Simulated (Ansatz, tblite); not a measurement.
Cost and result up the ladder for BiH2(SiH3) (SiBiH₅) (7 atoms). Total charge 0; singlet. Geometry: PBE-D4/def2-TZVP.

```xyz
7

Bi    1.377    0.163   -1.150
H     0.325    1.494   -1.771
H     1.977    1.253    0.161
Si   -0.631   -0.600    0.462
H    -1.237    0.549    1.201
H    -0.118   -1.596    1.454
H    -1.694   -1.263   -0.357
```

Ansatz on 4 threads of Arm Neoverse N1 on a shared host; xTB runs through tblite on one thread. Times are rough, summed over both states, and most runs start from the orbitals of an earlier one. PBE0-D4/def2-TZVP serves as the yardstick here, not as an exact answer. The other state is a triplet.

In the def2 sets Bi takes a core potential; there is no spin–orbit coupling. The xTB rows come from tblite.

xTB has no spin-polarisation term.

```
                          level  functions  wall time  vertical triplet (eV)  difference from PBE0-D4/def2-TZVP (eV)
                       GFN2-xTB         18    0.007 s                   4.77                                    0.21
                       GFN1-xTB         23    0.009 s                   5.37                                    0.81
               PBE-D4/def2-TZVP        117      3.2 s                   4.51                                   -0.05
PBE0-D4/def2-TZVP (with forces)        117      5.4 s                   4.56                                    0.00
            r2SCAN-D4/def2-TZVP        117      7.2 s                   4.53                                   -0.03
```
